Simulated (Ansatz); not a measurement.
Consider the ligand exchange at a Zn–S bond: `[ZnH][S][GaH2]` + `OCF` → `FC[O][ZnH]` + `[SH][GaH2]`.

Isolated molecules relaxed with PBE0-D4/def2-TZVP in Ansatz; ΔE leaves out vibrations. CBS: MP2 limit from def2 TZ/QZ plus the TZ coupled-cluster correction, frozen cores. Functionals use def2-TZVPP. B3LYP here is the variant with VWN-RPA as its local correlation; programs differ in this. For Ga, Zn outer-core shells are correlated without core-valence functions, which leaves a few kJ/mol of doubt a bond. Scalar relativity is left out up to krypton. Each species was taken in one conformer, which may not be the lowest.

`[ZnH][S][GaH2]`:

```xyz
6

Zn    1.314   -0.138   -1.306
S     0.560   -1.477    0.228
Ga   -0.918   -0.042    0.988
H     1.861    0.789   -2.394
H    -1.007    1.368    0.301
H    -1.811   -0.500    2.182
```

`OCF`:

Cartesian coordinates in Å:
```
O 0.527 0.867 0.374
C 0.053 -0.298 -0.166
F -0.982 -0.053 -1.047
H -0.127 1.224 0.982
H -0.342 -0.989 0.587
H 0.870 -0.751 -0.731
```

`FC[O][ZnH]`:

```xyz
7

F    -0.322   -1.214    0.401
C    -1.009   -0.029   -0.001
O    -0.106    0.915   -0.306
Zn    1.607    0.358   -0.102
H    -1.620   -0.334   -0.860
H    -1.639    0.238    0.857
H     3.088    0.066    0.011
```

`[SH][GaH2]`:

Cartesian coordinates in Å:
```
S 0.802 0.883 -1.062
Ga -0.410 -0.018 0.537
H 1.208 -0.289 -1.576
H -1.136 0.997 1.471
H -0.464 -1.574 0.630
```

```tsv
level	ΔE (kJ/mol)	difference from CCSD(T)/CBS
B3LYP-D4	39.7	-5.3
ωB97X-V	38.3	-6.7
ωB97M-V	41.3	-3.7
B2PLYP	38.2	-6.8
PBE	44.0	-1.0
r2SCAN	40.8	-4.2
PBE0	49.4	4.4
B3LYP	37.7	-7.3
HF/def2-TZVPP	43.1	-1.9
CCSD/def2-TZVPP	38.2	-6.8
CCSD(T)/def2-TZVPP	38.7	-6.3
HF/def2-QZVPP	41.4	-3.6
MP2/def2-QZVPP	46.0	1.0
HF/CBS(def2)	41.2	-3.8
MP2/CBS(def2)	49.3	4.3
CCSD/CBS(def2)	44.5	-0.5
CCSD(T)/CBS	45.0	0
```

Largest T1 diagnostic among the species: 0.016.

From PBE to PBE0 (25 % exact exchange), in def2-TZVPP and without D4, ΔE moves by +5.3 kJ/mol.
